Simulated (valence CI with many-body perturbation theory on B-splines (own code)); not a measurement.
## Level structure of Pd¹⁵⁺

Computed by valence CI with perturbative core correlation (CI+MBPT): three valence electrons over a frozen Dirac-Fock core [Ar] 3d10, radial functions for each j: 11 s, 11 p, 9 d, 7 f, 5 g, 2 h, 1 i, with the one-electron correlation potential Σ1 (screened to all orders), the two-electron term Σ2, the three-electron term Σ3, Breit, model QED; selected single and double excitations, second order for the rest (own B-spline code, finite nucleus).

No measured spectrum was set against this ion. As an estimate, levels hold to about 250 cm⁻¹ or 0.2 % of their energy and the worst to 1 %, as in measured heavy ions of charge 2 to 7; those with d or f electrons hold less well.

Levels 46 to 67 of 67, with energies above the lowest level, (4s^2 4p1/2) J=1/2. "Leading %" is the weight of the configuration and term that name the level; weights of strongly mixed levels are sums over their largest components and can fall short. In the jj column 3d3/2^4 stands for four electrons in 3d with j = 3/2.

```
No.  Configuration  Term    J  E (cm⁻¹)  Leading %      g  Second component                Leading jj
 46         4p2 4d    2F  7/2   1145000         42  1.129    29 % 4p2 4d 4F  4p1/2 4p3/2 4d3/2 (73 %)
 47         4p2 4d    2P  3/2   1147800         41  1.081    33 % 4p2 4d 4D  4p1/2 4p3/2 4d3/2 (84 %)
 48         4p2 4d    4F  7/2   1149900         47  1.285    33 % 4p2 4d 4D  4p1/2 4p3/2 4d5/2 (94 %)
 49         4p2 4d    4D  1/2   1150000         84  0.110    14 % 4p2 4d 2P  4p1/2 4p3/2 4d3/2 (97 %)
 50         4p2 4d    4F  9/2   1160300         59  1.245    36 % 4p2 4d 2G  4p1/2 4p3/2 4d5/2 (87 %)
 51         4p2 4d    4D  5/2   1168500         55  1.255    16 % 4p2 4d 4F  4p1/2 4p3/2 4d5/2 (65 %)
 52         4p2 4d    4D  3/2   1169200         44  1.237    42 % 4p2 4d 2P  4p1/2 4p3/2 4d5/2 (77 %)
 53         4p2 4d    2G  7/2   1182300         60  1.006    14 % 4p2 4d 4F  4p1/2 4p3/2 4d5/2 (43 %)
 54         4s2 5s    2S  1/2   1193500         98  2.001                              4s^2 5s (98 %)
 55         4p2 4d    4P  5/2   1198200         54  1.421    37 % 4p2 4d 2D  4p1/2 4p3/2 4d5/2 (67 %)
 56         4p2 4d    2P  1/2   1198400         57  1.166    19 % 4p2 4d 4P  4p1/2 4p3/2 4d3/2 (39 %)
 57         4p2 4d    4P  3/2   1202400         45  1.337    24 % 4p2 4d 2D  4p1/2 4p3/2 4d3/2 (72 %)
 58         4p2 4d    4D  7/2   1202500         52  1.287    31 % 4p2 4d 2F      4p3/2^2 4d5/2 (91 %)
 59         4p2 4d    2G  9/2   1208400         52  1.199    38 % 4p2 4d 4F      4p3/2^2 4d5/2 (85 %)
 60         4p2 4d    4P  1/2   1217700         53  1.741    36 % 4p2 4d 2P  4p1/2 4p3/2 4d3/2 (43 %)
 61         4p2 4d    2D  5/2   1219500         46  1.149    21 % 4p2 4d 2F  4p1/2 4p3/2 4d3/2 (33 %)
 62         4p2 4d    2D  3/2   1228900         76  0.897     8 % 4p2 4d 4P  4p1/2 4p3/2 4d5/2 (59 %)
 63         4p2 4d    2D  3/2   1233200         50  1.140    31 % 4p2 4d 4P      4p3/2^2 4d3/2 (77 %)
 64         4p2 4d    2P  1/2   1239700         63  1.029    21 % 4p2 4d 2S  4p1/2 4p3/2 4d5/2 (74 %)
 65         4p2 4d    2F  5/2   1240000         43  1.112    20 % 4p2 4d 4P      4p3/2^2 4d3/2 (48 %)
 66         4p2 4d    2F  7/2   1253700         68  1.131  20 % 4s 4p 4f 2F      4p3/2^2 4d3/2 (48 %)
 67         4p2 4d    2S  1/2   1268100         58  1.952    23 % 4p2 4d 4P      4p3/2^2 4d3/2 (44 %)
```

Where two levels of one J and parity lie close, their mixing, g and order are uncertain.
